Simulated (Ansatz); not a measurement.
The same path of C₂H₈AsNO₂ (14 atoms, charge 0, multiplicity 1) was run 3 times with different band settings. The coordinate that changes most is the height of As6 over the plane of its neighbours.

Level of theory: RHF/def2-mTZVP (Ansatz 0.2.0).

Relaxed end points:

```xyz
14
Properties=species:S:1:pos:R:3
O -0.324 -2.706 1.022
C 0.321 -1.935 0.084
O 0.106 -0.590 0.364
C 0.699 0.302 -0.548
N 0.402 1.653 -0.216
As -1.360 2.181 -0.353
H -1.242 -2.476 1.037
H -0.031 -2.158 -0.922
H 1.375 -2.180 0.149
H 1.775 0.162 -0.542
H 0.335 0.092 -1.549
H 0.852 1.925 0.634
H -1.098 3.664 -0.217
H -1.822 2.036 1.086
```

```xyz
14
Properties=species:S:1:pos:R:3
O -0.314 -2.662 0.969
C 0.211 -1.827 0.011
O 0.195 -0.520 0.481
C 0.710 0.431 -0.415
N 0.619 1.748 0.113
As -0.984 2.624 0.327
H -1.178 -2.359 1.207
H -0.353 -1.887 -0.919
H 1.226 -2.161 -0.174
H 1.752 0.200 -0.618
H 0.166 0.386 -1.353
H 1.217 1.872 0.904
H -1.365 2.657 -1.138
H -1.916 1.466 0.635
```

Common settings: movable images 7; climbing image yes; spring 5.0 eV/Å²; optimiser quadratic models (default); end points relaxed.

| run | start path | force threshold | iteration limit |
| --- | --- | --- | --- |
| 1 | through a guess of the saddle point | 0.05 eV/Å | 37 |
| 2 | straight line | 0.05 eV/Å | 27 |
| 3 | through a guess of the saddle point | 0.5 eV/Å | 28 |

(1) What does each run give, and how far can it be trusted?

Answers

(1) Run 1: converged after 29 iterations, highest image 2.165 eV above the first end. Neighbouring images differ by up to 1.3 eV, so the band resolves the path poorly. A vibrational analysis at the climbing image gives one clearly imaginary mode, 1210i cm⁻¹: a first-order saddle point.
Run 2: converged after 9 iterations, highest image 2.163 eV above the first end. Neighbouring images differ by up to 1.3 eV, so the band resolves the path poorly. Another band between the same ends (7 images) ends at a top of the same energy, where a vibrational analysis finds 1 clearly imaginary mode.
Run 3: converged after 13 iterations, highest image 2.643 eV above the first end. The threshold of 0.5 eV/Å is loose, so the images may lie well off the minimum-energy path. Neighbouring images differ by up to 2.2 eV, so the band resolves the path poorly. The order of the stationary point at the top wasn't checked.
